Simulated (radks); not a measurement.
Excited configurations of Zn I: one electron is placed in a higher orbital outside [Ar] 3d10 4s1. The ground configuration is [Ar] 3d10 4s2. Method: non-relativistic Kohn-Sham, r2SCAN, spin-polarised, spherical densities, point nucleus; open shells are filled with parallel spins first; meta-GGA in the generalised Kohn-Sham scheme; computed with a radial shooting solver on a logarithmic mesh with Libxc functionals. Excitation = E - E(ground); binding = E(ion) - E, where the ion is the core of charge +1; n* = 1/sqrt(2 binding) in atomic units, and the quantum defect is n - n*.

| outer orbital | excitation (eV) | binding (eV) | quantum defect | eigenvalue (eV) |
|---|---|---|---|---|
| 4p | 3.927 | 5.260 | 2.392 | -2.615 |
| 4d | 7.653 | 1.533 | 1.021 | -0.687 |
| 5s | 6.452 | 2.734 | 2.769 | -1.698 |
| 5p | 7.247 | 1.939 | 2.351 | -1.153 |
| 6s | 7.871 | 1.315 | 2.784 | -0.838 |
| 6p | 8.128 | 1.058 | 2.415 | -0.663 |
| 6d | 8.573 | 0.614 | 1.292 | -0.382 |

The Delta-SCF ionisation energy is 9.187 eV (NIST Atomic Spectra Database: 9.394 eV, measured). Self-interaction in the functional shifts the binding energies and quantum defects, so they are the method's values and not measured ones.
